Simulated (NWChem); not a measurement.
C$_{4}$H$_{4}$O$_{2}$; SMILES C(#C)CC(=O)O

```xyz
10

C      0.3488    -2.5370     0.4795
C      0.0068    -1.5161    -0.0974
C     -0.4175    -0.3181    -0.8081
C      0.0315     1.0367    -0.2541
O     -0.2698     2.0940    -0.7686
O      0.7909     0.9301     0.8562
H      0.6584    -3.4326     0.9993
H     -0.0730    -0.3425    -1.8652
H     -1.5266    -0.2673    -0.8711
H      1.0125     1.8529     1.1111
```
Atoms are numbered in this order, from 1.

Results from NWChem. Structure relaxed at the PBE-D3(BJ)/def2-SVP level. B3LYP is NWChem's, with the RPA form of VWN correlation. Level: B3LYP/def2-SVP with SMD (1 M gas to 1 M solution), gas-phase geometry.

```json
[
 {"solvent": "water", "dielectric constant": "78.4", "solvation free energy (kcal/mol)": "-7.1", "cavity-dispersion-structure term (kcal/mol)": "5.7", "dipole in solution (D)": "1.28"},
 {"solvent": "anisole", "dielectric constant": "4.22", "solvation free energy (kcal/mol)": "-6.6", "cavity-dispersion-structure term (kcal/mol)": "-1.0", "dipole in solution (D)": "1.04"},
 {"solvent": "chloroform", "dielectric constant": "4.71", "solvation free energy (kcal/mol)": "-7.1", "cavity-dispersion-structure term (kcal/mol)": "0.3", "dipole in solution (D)": "1.08"},
 {"solvent": "acetonitrile", "dielectric constant": "35.7", "solvation free energy (kcal/mol)": "-8.1", "cavity-dispersion-structure term (kcal/mol)": "0.1", "dipole in solution (D)": "1.03"},
 {"solvent": "ethylene glycol", "dielectric constant": "40.2", "solvation free energy (kcal/mol)": "-4.8", "cavity-dispersion-structure term (kcal/mol)": "7.7", "dipole in solution (D)": "1.28"}
]
```
